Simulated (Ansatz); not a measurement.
Ansatz results at the PBE0-D4/def2-TZVP geometry: HOMO energy (PBE0/def2-TZVPP) -7.76 eV; LUMO energy (PBE0/def2-TZVPP) -0.63 eV; HOMO–LUMO gap (ωB97M-V/def2-TZVPP) 11.03 eV.

Each molecule was computed in one conformer, which needn't be the lowest.

(1) Which molecule gave them?
A. `N=C(Cl)Br`
B. `N[SiH](O)[SiH2]F`
C. `F[Si]1([SiH3])[O][GeH2]1`
D. `O[SiH](F)N[SiH3]`

## Answers

(1) B. The others give `F[Si]1([SiH3])[O][GeH2]1`: -6.97, -1.35, 9.37; `O[SiH](F)N[SiH3]`: -7.94, 0.19, 11.96; `N=C(Cl)Br`: -8.50, -1.05, 11.90.
